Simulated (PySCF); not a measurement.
C3H5ClOSi. Atoms are numbered in the order given.

```xyz
11

Cl     1.8807    -0.0318    -0.9403
Si     0.4754    -0.0787     0.5827
C     -0.8862    -1.3538     0.2876
C     -2.0429    -0.4311    -0.0492
C     -1.7889     0.8808     0.0784
O     -0.5371     1.2823     0.4859
H      1.2105    -0.0709     1.8646
H     -1.0865    -1.9647     1.1866
H     -0.6435    -2.0540    -0.5288
H     -3.0165    -0.8032    -0.3734
H     -2.4856     1.7006    -0.1098
```

Geometry optimised at B3LYP-D3(BJ)/def2-SVP. The structure was generated by enumeration; whether it is a known compound was not checked. One conformer was computed; it need not be the lowest.

Level of theory: PySCF with TDA-B3LYP/def2-SVPD.

Vertical excitations. Isolated molecule, no solvent.

```csv
state,energy (eV),λ (nm),f,main pairs
S1,5.77,215,0.010,"HOMO→LUMO+1 73 %, HOMO→LUMO 24 %"
S2,6.01,206,0.031,"HOMO→LUMO+2 36 %, HOMO→LUMO 33 %, HOMO→LUMO+3 18 %, HOMO→LUMO+1 11 %"
S3,6.11,203,0.006,"HOMO→LUMO+2 54 %, HOMO→LUMO+3 34 %, HOMO→LUMO 10 %"
S4,6.66,186,0.062,"HOMO→LUMO+4 39 %, HOMO→LUMO+3 24 %, HOMO→LUMO 13 %, HOMO→LUMO+1 9 %"
S5,6.88,180,0.020,HOMO→LUMO+5 88 %
S6,7.00,177,0.050,"HOMO→LUMO+4 52 %, HOMO→LUMO+3 15 %, HOMO→LUMO+6 9 %, HOMO→LUMO+5 9 %"
S7,7.36,168,0.007,"HOMO→LUMO+6 65 %, HOMO→LUMO+7 25 %"
S8,7.42,167,0.002,"HOMO−1→LUMO 77 %, HOMO→LUMO+7 16 %"
S9,7.49,166,0.013,"HOMO→LUMO+7 49 %, HOMO−1→LUMO 17 %, HOMO→LUMO+6 14 %, HOMO−1→LUMO+1 9 %"
S10,7.70,161,0.052,HOMO−1→LUMO+1 78 %
T1,4.12,301,0,"HOMO→LUMO 68 %, HOMO→LUMO+1 13 %, HOMO→LUMO+3 11 %"
T2,5.65,219,0,"HOMO→LUMO+1 83 %, HOMO→LUMO 13 %"
T3,5.91,210,0,"HOMO→LUMO+2 53 %, HOMO→LUMO+3 31 %, HOMO→LUMO 12 %"
T4,6.05,205,0,"HOMO→LUMO+3 50 %, HOMO→LUMO+2 41 %"
```
Triplets are in the Tamm–Dancoff approximation.
